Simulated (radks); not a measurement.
All-electron atom: I0.1+ in [Kr] 4d10 5s2 5p(1/2: 2, 3/2: 2.9) (fractional occupations, a model configuration).

All-electron calculation, Dirac Kohn-Sham, BLYP, spin-unpolarised, spherical densities, point nucleus. Program: a radial shooting solver on a logarithmic mesh with Libxc functionals.

Energy parts (hartree):
| part | energy |
|---|---|
| total | -7119.68168 |
| kinetic | 7547.20825 |
| electron-nucleus | -17301.56914 |
| Hartree | 2816.92154 |
| exchange-correlation | -182.24232 |

Orbitals (lengths in bohr, moments of r in powers of bohr; <r^-3> diverges for s and p1/2; r(max) is where P^2 peaks; r(90%) holds 90 % of the orbital's charge):
| orbital | occ. | eigenvalue (hartree) | <1/r> | <r^-3> | r(max) | r(90%) |
|---|---|---|---|---|---|---|
| 1s1/2 | 2 | -1211.488 | 56.85 | - | 0.01753 | 0.0490 |
| 2s1/2 | 2 | -187.1338 | 13.27 | - | 0.09925 | 0.181 |
| 2p1/2 | 2 | -175.5890 | 13.25 | - | 0.07612 | 0.162 |
| 2p3/2 | 4 | -164.6055 | 12.22 | 5232 | 0.08091 | 0.169 |
| 3s1/2 | 2 | -37.77847 | 4.729 | - | 0.2859 | 0.462 |
| 3p1/2 | 2 | -33.00554 | 4.640 | - | 0.2722 | 0.457 |
| 3p3/2 | 4 | -30.93920 | 4.386 | 1006 | 0.2830 | 0.474 |
| 3d3/2 | 4 | -22.52672 | 4.241 | 161.0 | 0.2299 | 0.451 |
| 3d5/2 | 6 | -22.09214 | 4.175 | 148.9 | 0.2329 | 0.455 |
| 4s1/2 | 2 | -6.64721 | 1.902 | - | 0.6806 | 1.07 |
| 4p1/2 | 2 | -4.98194 | 1.791 | - | 0.6985 | 1.13 |
| 4p3/2 | 4 | -4.57853 | 1.709 | 196.6 | 0.7228 | 1.17 |
| 4d3/2 | 4 | -1.90364 | 1.454 | 23.89 | 0.7732 | 1.40 |
| 4d5/2 | 6 | -1.84058 | 1.433 | 21.87 | 0.7818 | 1.42 |
| 5s1/2 | 2 | -0.66241 | 0.6686 | - | 1.699 | 2.87 |
| 5p1/2 | 2 | -0.30670 | 0.5459 | - | 1.959 | 3.60 |
| 5p3/2 | 2.9 | -0.26925 | 0.5161 | 17.89 | 2.050 | 3.81 |

The highest occupied level is 5p3/2 at -7.327 eV. The density falls to 0.001 e/bohr^3 at r = 4.50 bohr. Summed over all electrons, <r^2> = 60.60 bohr^2, which gives a Langevin (diamagnetic) susceptibility term of -48 x 10^-6 cm^3/mol.
